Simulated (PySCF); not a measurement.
# Ionising CsS

r²SCAN; Cs def2-SVPD with ECP46, S def2-SVPD; scalar-relativistic core potentials (PySCF 2.14). Neutral (UKS): doublet (π ↑), Re = 3.165 Å, ωe = 188 cm⁻¹, De = 2.86 eV, HOMO -3.48 eV, LUMO -2.55 eV.

CsS⁺ (UKS): triplet (π ↑↑), Re = 3.812 Å, ωe = 74.5 cm⁻¹, De = 0.24 eV to Cs⁺ + S. The energies at the minima are -418.20767 hartree for CsS and -417.97223 for CsS⁺.

**Question.** Work out the adiabatic ionisation energy, without and with harmonic zero-point energies (1 hartree = 27.2114 eV, 1 eV = 8065.5 cm⁻¹), and the change of the bond length.

**Answer.** At r²SCAN: 0.23544 hartree = 6.407 eV between the minima; the zero-point term (74.5 − 188.0)/2 cm⁻¹ = -0.007 eV makes it 6.400 eV. Re changes by +64.7 pm against the neutral. The electron leaves a π orbital, and the ion is left as a loose complex of an ion and an atom.

Weak bonds: CsS⁺. Basis-set superposition, not corrected here, can be much of De in a small basis, most of all at correlated wavefunction levels. Spin–orbit coupling is left out, which matters for elements this heavy, above all for dissociation energies. For an ion De counts to the pair picked by the measured ionisation energies or electron affinities, which need not be the lowest pair at this level. States were picked by a PBE0 search and need not be the measured ground states.
